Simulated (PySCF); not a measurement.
Isomers of C3H11NSn.

All values: wB97X-D/def2-SVPD (PySCF) at PBE0-D3(BJ)/def2-SVP geometries, gas phase, one conformer each. Core orbitals are frozen in the response; Δα² is half the sum of the squared differences of the principal polarisabilities. Atoms past krypton carry effective core potentials.

Question: Rank by dipole moment, lowest first.
A. SnH2Me(NHEt) (`[H][Sn]([H])([CH3])[NH]CC`)
B. SnH2Me(NMe2) (`[H][Sn]([H])([CH3])[N](C)C`)
C. Sn(NMeEt)H3 (`[H][Sn]([H])([H])[N](C)CC`)

Answer: C (0.38 D), A (0.82 D), B (1.09 D).

Question: Rank by HOMO–LUMO gap, highest first.
A. SnH2Me(NHEt) (`[H][Sn]([H])([CH3])[NH]CC`)
B. Sn(NMeEt)H3 (`[H][Sn]([H])([H])[N](C)CC`)
C. SnH3(NHiPr) (`[H][Sn]([H])([H])[NH]C(C)C`)

Answer: A (10.01 eV), C (9.84 eV), B (9.32 eV).

All values together:

```
                    SMILES  μ (D)  HOMO (eV)  LUMO (eV)  α (Å³)  Δα (Å³)  ΔSCF removal energy (eV)
 [H][Sn]([H])([H])[N](C)CC   0.38      -7.79       1.53   13.03     2.32                      7.77
 [H][Sn]([H])([CH3])[NH]CC   0.82      -8.19       1.83   13.05     3.37                      8.26
[H][Sn]([H])([CH3])[N](C)C   1.09      -7.66       1.76   13.06     1.85                      7.68
[H][Sn]([H])([H])[NH]C(C)C   0.79      -8.29       1.55   12.92     2.47                      8.34
```

Conformers: `[H][Sn]([H])([H])[N](C)CC`; `[H][Sn]([H])([CH3])[NH]CC`; `[H][Sn]([H])([CH3])[N](C)C`; `[H][Sn]([H])([H])[NH]C(C)C`.
